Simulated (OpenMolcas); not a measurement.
## Eu2+: moving the ligands

Eu2+ with 6 ligands (oxide) in tetragonal octahedral coordination (D4h) at 2.55 Å, the axial distance 2.575 Å. A charge of +1.67 e stands 2.6 Å behind each ligand. Ligand basis ANO-RCC-VDZP.
```
Eu    0.0000    0.0000    0.0000
O     2.5500    0.0000    0.0000
O     0.0000    2.5500    0.0000
O    -2.5500    0.0000    0.0000
O     0.0000   -2.5500    0.0000
O     0.0000    0.0000    2.5755
O     0.0000    0.0000   -2.5755
```

- Program: OpenMolcas 26.06
- Method: CASSCF
- Basis: ANO-RCC-VDZP [7s6p4d2f1g]
- Scalar Hamiltonian: DKH2, point nucleus
- Active space: 7 electrons in 7 orbitals (4f)
- State averaging: 2S+1 = 8 odd, 1 root; 2S+1 = 6 odd, 21 roots kept (CI in the orbitals of an earlier block)
- Spin-orbit coupling: state interaction with AMFI integrals over the reference wave functions

Runs around this geometry, states (labels of D4, the rotations of D4h). Energies in cm-1 above the lowest state or level, χT in cm3 K/mol.

```csv
R (Å),Ground state,χT at 300 K
2.43,8A1,7.859
2.55,8A1,7.859
2.68,8A1,7.859
```

No quartet enters the spin-orbit mixing, so the splitting and order within the octet and the sextets are unsound, and g values and χT are rough. The oxide ions are held by bare point charges, a crude embedding. No measured value stands beside these numbers; the geometry was imposed, not optimised, and the real ion may take another.
